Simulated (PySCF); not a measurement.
PmF3(NH3) at several levels of theory

Computed with PySCF 2.14.0 (density fitting, no spin-orbit coupling) at the geometry relaxed with PBE0:

```xyz
8
PmF3(NH3) (singlet in the valence; each metal's 4f electrons, 4 of them, lie in its core potential, out of spins and levels)
Pm    0.1178   -0.1178    0.1178
F     1.1100    1.4325    1.1100
F    -1.4325   -1.1100    1.1100
F     1.1100   -1.1100   -1.4325
N    -1.3827    1.3827   -1.3827
H    -1.9926    1.9926   -0.8352
H    -0.8352    1.9926   -1.9926
H    -1.9926    0.8352   -1.9926
```

| level | basis | state | HOMO (eV) | gap (eV) | charge on Pm1 (e) | population of f-type functions on Pm1 (polarisation alone where 4f lies in the core) | dipole about the centre of mass (D) | largest force component (eV/Å) |
| --- | --- | --- | --- | --- | --- | --- | --- | --- |
| PBE0 | Pm lcecp-1-SVP with ECP50, F def2-SVP, N def2-SVP, H def2-SVP | singlet | -9.21 | 8.41 | 1.20 | 0.11 | 5.69 | 0.01 |
| revPBE | the same | singlet | -7.20 | 5.76 | 0.99 | 0.11 | 5.56 | 0.27 |
| PBE0 | Pm lcecp-1-TZVP with ECP50, F def2-TZVP, N def2-TZVP, H def2-TZVP | singlet | -9.41 | 8.42 | 1.62 | 0.13 | 5.65 | 0.22 |

In the lcecp rows the 4f levels are missing from HOMO and gap, and the state counts the valence alone.

Charges are Mulliken's, which hang on the basis. The relaxation used the grid (50, 194), these runs (75, 302) or, all-electron (x2c bases, spin-free X2C Hamiltonian), (99, 590).

Question: What does M06-L with Pm lcecp-1-SVP with ECP50, F def2-SVP, N def2-SVP, H def2-SVP give here?

Answer: state singlet, HOMO (eV) -7.55, gap (eV) 6.88, charge on Pm1 (e) 1.34, population of f-type functions on Pm1 (polarisation alone where 4f lies in the core) 0.10, dipole about the centre of mass (D) 5.53, largest force component (eV/Å) 0.19. Time: 8.3 s on 2 threads of Arm Neoverse V1, with other jobs on the host, from an already converged density.

In the first row's basis the gap widens with exact exchange: 5.8 to 6.9 eV for revPBE, M06-L (none); 8.4 eV for PBE0 (a fixed share).

An lcecp potential fixes the number of 4f electrons, so in runs with it no electron can move into or out of that shell.
